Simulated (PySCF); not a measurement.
Zn(Br)(OMe) (CH₃BrOZn), SMILES C[O][Zn][Br].

Coordinates come from a PBE-D3(BJ)/def2-SVP optimisation. The structure was generated by enumeration; whether it is a known compound was not checked. Other conformers were not sampled.

The numbers are results of PBE/def2-TZVP run with PySCF, not measurements.

Isolated molecule, no solvent.

```json
{
  "total_energy": "-4468.00398 hartree",
  "point_group": "Cs",
  "highest_occupied_level": "-6.21 eV",
  "lowest_empty_level": "-2.39 eV",
  "orbital_gap": "3.82 eV",
  "dipole_moment": "1.33 D",
  "quadrupole, principal values (traceless, Buckingham form, about the centre of nuclear charge)": "-5.89, 1.47, 4.41 D·Å",
  "mean_static_polarisability": "63.2 bohr³ (9.36 Å³)",
  "polarisability_principal_values": "47.6, 48.2, 93.6 bohr³"
}
```
